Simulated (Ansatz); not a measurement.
System: GePH4, charge 0, doublet. GePH4 (SMILES [PH2][GeH2], doublet).
B3LYP-D3(BJ)/def2-TZVP minimum from Ansatz (a first-principles code):
```xyz
6

Ge    -0.5522     0.5308     0.0052
P      1.1261    -1.0923     0.0070
H     -0.2893     1.4827     1.2051
H     -1.9043    -0.1883     0.2692
H      2.1573    -0.2529    -0.4838
H      0.8147    -1.6419    -1.2618
```
Charge 0, spin multiplicity 2.

Property: atomisation energy (electronic, to ground-state atoms), in kcal/mol. UHF or UKS for unpaired electrons; spin-orbit terms are left out. Correlated methods leave the cores frozen (noble-gas shells, and filled d and f shells in the p block). No relativity. CBS(X,Y): correlation extrapolated as X^-3, Hartree-Fock from the larger set. A bracket is a step between two methods taken in the basis named. Double hybrids freeze cores in their MP2 part. For partners of very few electrons the exact lower level stands in for a higher one.

CCSD(T)/CBS(def2-TZVPP,def2-QZVPP) + [CCSDT(Q) - CCSD(T)]/def2-TZVPP (Ansatz) gives 342.9 kcal/mol.

Problem. What does PBE/def2-TZVPD (Ansatz) give here, and how do the other levels compare?

Solution. PBE gives 342.0 kcal/mol, 0.9 kcal/mol below it. Differences of the others: B3LYP/def2-TZVPD (Ansatz) 0.1; wB97M-V/def2-TZVPD (Ansatz) 2.2; B2PLYP/def2-TZVPD (Ansatz) -6.9; CCSD(T)/CBS(def2-TZVPP,def2-QZVPP) (Ansatz) -0.4 kcal/mol.
